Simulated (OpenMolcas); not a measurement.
## Multiconfigurational calculation on Ni⁺

Input:

```
&GATEWAY
Coord
1

Ni 0.0 0.0 0.0
Basis=ANO-RCC-VDZP
Group=XYZ
NoMove
AngMom=0.0 0.0 0.0
AMFI
&SEWARD
&RASSCF
FileOrb=start.orb
Symmetry=1
Spin=2
nActEl=9 0 0
Inactive=3 6
Ras2=5 0
CIRoot=5 5 1
SDav=5
CIMx=300
Iter=120 100
PrWF=0.3
OrbListing=Nothing
MaxOrb=0
Atom
>>> COPY $Project.JobIph JOB001
&RASSI
NrOfJobIphs=1 5
1 2 3 4 5
IphNames
JOB001
EJob
SpinOrbit
DIPRint=1.0
SOCoupling=1000.0
Subsets=2
MEES
Property=10
'ANGMOM' 1 'ANGMOM' 2 'ANGMOM' 3 'MLTPL  1' 1 'MLTPL  1' 2 'MLTPL  1' 3
'AMFI' 1 'AMFI' 2 'AMFI' 3 'MLTPL  2' 6
SOProperty=3
'ANGMOM' 1 'ANGMOM' 2 'ANGMOM' 3
```

A driver script runs the steps one by one and writes start.orb anew before each from the orbitals found so far.

Output, cut to the results:

```
--- SEWARD ---
Basis set label: NI.ANO-RCC...5S4P2D1F.

      Electronic valence basis set:
      ------------------
      Associated Effective Charge  28.000000 au
      Associated Actual Charge     28.000000 au
      Nuclear Model: Point charge

      Shell  nPrim  nBasis  Cartesian Spherical Contaminant
         s      21       5        X
         p      15       4        X
         d      10       2                 X
         f       6       1                 X
                  Relativistic Douglas-Kroll-Hess integrals:
                    - DKH order of Hamiltonian: 2
                    - DKH order of Properties : 0
                  Atomic mean-field integrals
--- RASSCF ---
Wave function specifications:
      -----------------------------

      Number of closed shell electrons          18
      Number of electrons in active shells       9
      Max number of holes in RAS1 space          0
      Max nr of electrons in RAS3 space          0
      Number of inactive orbitals                9
      Number of active orbitals                  5
      Number of secondary orbitals              20
      Spin quantum number                      0.5
      State symmetry                             1
Orbital specifications:
      -----------------------

      Symmetry species                           1   2
                                                ag  au
      Frozen orbitals                            0   0
      Inactive orbitals                          3   6
      Active orbitals                            5   0
      RAS1 orbitals                              0   0
      RAS2 orbitals                              5   0
      RAS3 orbitals                              0   0
      Secondary orbitals                         7  13
      Deleted orbitals                           0   0
      Number of basis functions                 15  19
      Number of CSFs                             5
      Number of root(s) required                 5
      Iter CI   SX   CI       RASSCF       Energy    max ROT     max BLB   max BLB  Level Ln srch  Step   QN
          iter iter root      energy       change     param      element    value   shift minimum  type update
 Nr of preliminary CI iterations:   1
      Total energies have been shifted. Add                -1000.00 au
        1   1    5    0  -518.75761564    0.00E+00   3.09E-02    6  12 2  1.17E-01*  0.00   0.00    SX    NO
        2   1    5    0  -518.75270309    4.91E-03* -3.85E-02    6  13 1  1.41E-01*  0.00   0.00    SX    NO
        3   1    5    0  -518.74639450    6.31E-03*  4.62E-02    5  12 1 -1.65E-01*  0.00   0.00    SX    NO
        4   1    5    0  -518.73610914    1.03E-02* -5.47E-02    6  13 1  2.05E-01*  0.00   0.00    SX    NO
        5   1    5    0  -518.72552045    1.06E-02*  3.71E-02    8  15 1 -2.32E-01*  0.00   0.46    SX   YES
        6   1    5    0  -518.76469639   -3.92E-02* -7.67E-03    8  15 1  6.19E-02*  0.00   0.79    QN   YES
        7   1    4    0  -518.76760091   -2.90E-03* -6.45E-05    4  10 2 -9.13E-04*  0.00   1.01    QN   YES
        8   1    4    0  -518.76760139   -4.86E-07*  6.07E-06    3   9 1  4.61E-05   0.00   1.02    QN   YES
        9   1    3    0  -518.76760140   -2.58E-09   1.07E-06    4  10 2 -5.09E-06   0.00   1.16    QN   YES
      Convergence after  9 iterations
       10   1    3    0  -518.76760140   -5.57E-11   1.07E-06    3   9 1 -1.80E-07   0.00   1.16    QN   YES
      Natural orbitals and occupation numbers for root  1
      sym 1:   2.000000   2.000000   2.000000   1.000000   2.000000
      Natural orbitals and occupation numbers for root  2
      sym 1:   2.000000   2.000000   2.000000   2.000000   1.000000
      Natural orbitals and occupation numbers for root  3
      sym 1:   2.000000   2.000000   1.000000   2.000000   2.000000
::    RASSCF root number  1 Total energy:  -1518.76760140
::    RASSCF root number  2 Total energy:  -1518.76760140
::    RASSCF root number  3 Total energy:  -1518.76760140
::    RASSCF root number  4 Total energy:  -1518.76760140
::    RASSCF root number  5 Total energy:  -1518.76760140

--- RASSI ---
SPIN-FREE ENERGIES:
  (Shifted by EMIN (a.u.) =      -1518.7676013967)

 SF State       Relative EMIN(au)   Rel lowest level(eV)    D:o, cm**(-1)      L_eff

     1             0.0000000000        0.0000000000              0.0000         2.0
     2             0.0000000000        0.0000000000              0.0000         2.0
     3             0.0000000000        0.0000000000              0.0000         2.0
     4             0.0000000000        0.0000000000              0.0000         2.0
     5             0.0000000000        0.0000000000              0.0000         2.0
     Dipole printing threshold changed to   1.00000000E+00
Eigenvalues of complex Hamiltonian:
   -----------------------------------
  (Shifted by EMIN (a.u.) =      -1518.7676013967)

 SO State       Relative EMIN(au)   Rel lowest level(eV)    D:o, cm**(-1)     J-value

     1            -0.0027628455        0.0000000000              0.0000         1.9
     2            -0.0027628455        0.0000000000              0.0000         2.1
     3            -0.0027628455        0.0000000000              0.0000         1.9
     4            -0.0027628455        0.0000000000              0.0000         1.9
     5            -0.0027628455        0.0000000000              0.0000         1.9
     6            -0.0027628455        0.0000000000              0.0000         2.1
     7             0.0041442683        0.1879521409           1515.9363         1.1
     8             0.0041442683        0.1879521409           1515.9363         1.1
     9             0.0041442683        0.1879521409           1515.9363         1.2
    10             0.0041442683        0.1879521409           1515.9363         1.2
Weights of the five most important spin-orbit-free states for each spin-orbit state.

 SO State  Total energy (au)           Spin-free states, spin, and weights
 -------------------------------------------------------------------------------------------------------
...
```

The J values that RASSI prints are effective ones from its own formula and need not be integers or half-integers; the table below assigns J from the states.

Levels above the lowest, from the spin-orbit matrix, grouped by J:

```json
{"Configuration": "3d9", "Term": "2D", "J": "5/2", "E (cm-1)": "0.0", "Measured (cm-1)": "0.0", "Term weight %": "100"}
{"Configuration": "3d9", "Term": "2D", "J": "3/2", "E (cm-1)": "1516", "Measured (cm-1)": "1507", "Term weight %": "100"}
```

Against the measured value (NIST Handbook of Basic Atomic Spectroscopic Data): 3d9 2D 3/2: computed 1516, measured 1507 cm-1 (+0.6 %).

Without dynamic correlation excited terms often stand tens of per cent too high (terms of higher spin than the ground term too low), and those without a measured partner can miss by more than the paired ones. Computed and measured levels are paired by configuration, term and J; levels that our copy of the source lacks, or whose pairing is in doubt (as where it misses far off the trend of its configuration), stay unpaired and out of the deviations. Levels of configurations outside the active space are missing.

The term weight is that of the spin-free term in the level, not the purity of its configuration.
